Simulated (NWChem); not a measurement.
System meant: SiCl$_{3}$ cation

The following NWChem deck was run.

```
start job
memory heap 200 mb stack 900 mb global 1100 mb
charge 1
geometry units angstroms noautoz
  Cl     1.388346     1.388346     0.000000
  Si     0.000000     0.000000     0.000000
  Cl     0.508170    -1.896516     0.000000
  Cl    -1.896516     0.508170     0.000000
end
basis spherical
  Cl library def2-svp
  Si library def2-svp
end
dft
  odft
  mult 2
  xc xpbe96 cpbe96
  iterations 150
  mulliken
end
task dft energy
```

End of the output:

```
 ==============================================================================
                                 internuclear angles
 ------------------------------------------------------------------------------
        center 1       |       center 2       |       center 3       |  degrees
 ------------------------------------------------------------------------------
    1 Cl               |   2 Si               |   3 Cl               |   120.00
    1 Cl               |   2 Si               |   4 Cl               |   120.00
    3 Cl               |   2 Si               |   4 Cl               |   120.00
 ------------------------------------------------------------------------------
                            number of included internuclear angles:          3
 ==============================================================================

 Summary of "ao basis" -> "" (spherical)
 ------------------------------------------------------------------------------
       Tag                 Description            Shells   Functions and Types
 ---------------- ------------------------------  ------  ---------------------
 Cl                         def2-svp                 8       18   4s3p1d
 Si                         def2-svp                 8       18   4s3p1d

  pbe96 is a nonlocal functional; adding pw91lda local functional.

                                 NWChem DFT Module
                                 -----------------

 Summary of "ao basis" -> "ao basis" (spherical)
 ------------------------------------------------------------------------------
       Tag                 Description            Shells   Functions and Types
 ---------------- ------------------------------  ------  ---------------------
 Cl                         def2-svp                 8       18   4s3p1d
 Si                         def2-svp                 8       18   4s3p1d

      Symmetry analysis of basis
      --------------------------

        a1'        14
        a1"         1
        a2'         4
        a2"         7
        e'         34
        e"         12

  Rotation of axis
  number of electrons :                   64
  multiplicity        :                    2
 ------------------------------------------------------------------------
  no. of electrons and multiplicity not compatible                  64
 ------------------------------------------------------------------------
 ------------------------------------------------------------------------
  current input line :
    21: task dft energy
 ------------------------------------------------------------------------
 ------------------------------------------------------------------------
 There is an error in the input file
 ------------------------------------------------------------------------
 For more information see the NWChem manual at https://nwchemgit.github.io

0: no. of electrons and multiplicity not compatible:Received an Error in Communication
```

What is wrong, and how is it mended?

The input was rejected before any calculation. Cause: the multiplicity doesn't fit the number of electrons (an even count wants an odd multiplicity, and the reverse). This input runs:
```
start job
memory heap 200 mb stack 900 mb global 1100 mb
charge 1
geometry units angstroms noautoz
  Cl     1.388346     1.388346     0.000000
  Si     0.000000     0.000000     0.000000
  Cl     0.508170    -1.896516     0.000000
  Cl    -1.896516     0.508170     0.000000
end
basis spherical
  * library def2-svp
end
dft
  xc xpbe96 cpbe96
  iterations 150
  mulliken
end
task dft energy
```
It converges to -1668.66684 Ha (PBE/def2-SVP).
